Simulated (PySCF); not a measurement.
Compound: C₃H₈NSi₂ (charge -1).
Numbering: `[CH:1]#[C:2][Si@H:3]([CH3:4])[N-:5][SiH3:6]` (hydrogens: H7 on C1; H8 on Si3; H9, H10, H11 on C4; H12, H13, H14 on Si6)

The geometry is computed with GFN2-xTB (gas phase).

Task: What internal coordinates does the optimisation give?

Result: 
```
                     bond  length (Å)   order
                    C1≡C2       1.203  triple
                   C2–Si3       1.887  single
                   Si3–C4       1.911  single
                   Si3–N5       1.665  single
                   N5–Si6       1.672  single
                    C1–H7       1.057  single
                   Si3–H8       1.505  single
    C4–H9, C4–H10, C4–H11       1.087  single
Si6–H12, Si6–H13, Si6–H14       1.493  single
```

Bonds in one row agree within 0.01 Å and their mean is given. Orders are formal, as drawn. A selection of angles:
```
      angle  degrees
   C2–C1–H7    179.4
  C1–C2–Si3    176.2
  C2–Si3–C4    102.4
  C2–Si3–N5    118.5
  C2–Si3–H8     99.6
  C4–Si3–N5    109.8
  C4–Si3–H8    104.8
  N5–Si3–H8    119.7
  Si3–C4–H9    111.2
  H9–C4–H10    107.5
 Si3–N5–Si6    137.2
 N5–Si6–H12    117.8
 N5–Si6–H14    108.2
H12–Si6–H13    102.3
H12–Si6–H14    104.8
```

Torsions: C2–Si3–N5–Si6 -58° (synclinal).

The 2 C–Si bonds span 1.887 Å (C2–Si3, drawn single) to 1.911 Å (Si3–C4, drawn single), a spread of 0.024 Å. Si3 (SiH silicon) is distorted tetrahedral (angles from 99.6° to 119.7°). Si6 (SiH3 silicon) is distorted tetrahedral (angles from 102.3° to 117.8°).

Point group: C1 (no symmetry element, even within 0.4 Å). No GFN2-xTB frequencies stand behind this structure, so it isn't proved a minimum.

One conformer stands for the species.
